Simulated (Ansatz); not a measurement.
Process, species as SMILES: [Cl][Au] → [Cl][Au] as doublet, charge -1 (an electron is taken up)
Each molecule is optimised on its own at B3LYP-D3(BJ)/def2-TZVP (Ansatz, an electronic-structure program). Frequencies are from Ansatz. [Cl][Au] as doublet, charge -1: The spin state was set by rule; other spins were not relaxed. A spin state is the lowest found, not a proven ground state.

Wanted: adiabatic electron affinity (0 K, with B3LYP-D3(BJ) harmonic zero-point energies), positive where the reaction releases energy, in eV. Valence correlation only, unless marked. Open shells are spin-unrestricted. No spin-orbit coupling. Frozen are the shells of the preceding noble gas and the d and f shells that filled before the atom's block. In def2 rows, elements after Kr have scalar-relativistic effective core potentials. Anions need diffuse functions: def2-D sets add few; the other sets have none. 

```json
[
 {"level": "SVWN5/def2-TZVPD", "program": "Ansatz", "adiabatic electron affinity (eV)": "2.23"},
 {"level": "PBE-D4/def2-TZVPD", "program": "Ansatz + dftd4", "adiabatic electron affinity (eV)": "2.13"},
 {"level": "revPBE/def2-TZVPD", "program": "Ansatz", "adiabatic electron affinity (eV)": "2.08"},
 {"level": "B97M-V/def2-TZVPD", "program": "Ansatz", "adiabatic electron affinity (eV)": "2.03"},
 {"level": "PBE0-D3(BJ)/def2-TZVPD", "program": "Ansatz + dftd3", "adiabatic electron affinity (eV)": "2.06"},
 {"level": "PBE0/def2-QZVPP", "program": "Ansatz", "adiabatic electron affinity (eV)": "2.03"},
 {"level": "BHLYP-D4/def2-TZVPD", "program": "Ansatz + dftd4", "adiabatic electron affinity (eV)": "2.02"},
 {"level": "r2SCANh-D4/def2-TZVPD", "program": "Ansatz + dftd4", "adiabatic electron affinity (eV)": "2.21"},
 {"level": "r2SCANh/def2-TZVPD", "program": "Ansatz", "adiabatic electron affinity (eV)": "2.20"},
 {"level": "r2SCAN0-D4/def2-TZVPD", "program": "Ansatz + dftd4", "adiabatic electron affinity (eV)": "2.18"},
 {"level": "LC-wPBE-D3(BJ)/def2-TZVPD", "program": "Ansatz + dftd3", "adiabatic electron affinity (eV)": "2.02"},
 {"level": "wB97M-V/def2-TZVPD", "program": "Ansatz", "adiabatic electron affinity (eV)": "1.95"},
 {"level": "CCSD/def2-TZVPP", "program": "Ansatz", "adiabatic electron affinity (eV)": "1.84"},
 {"level": "CCSD/def2-QZVPP", "program": "Ansatz", "adiabatic electron affinity (eV)": "2.00"}
]
```
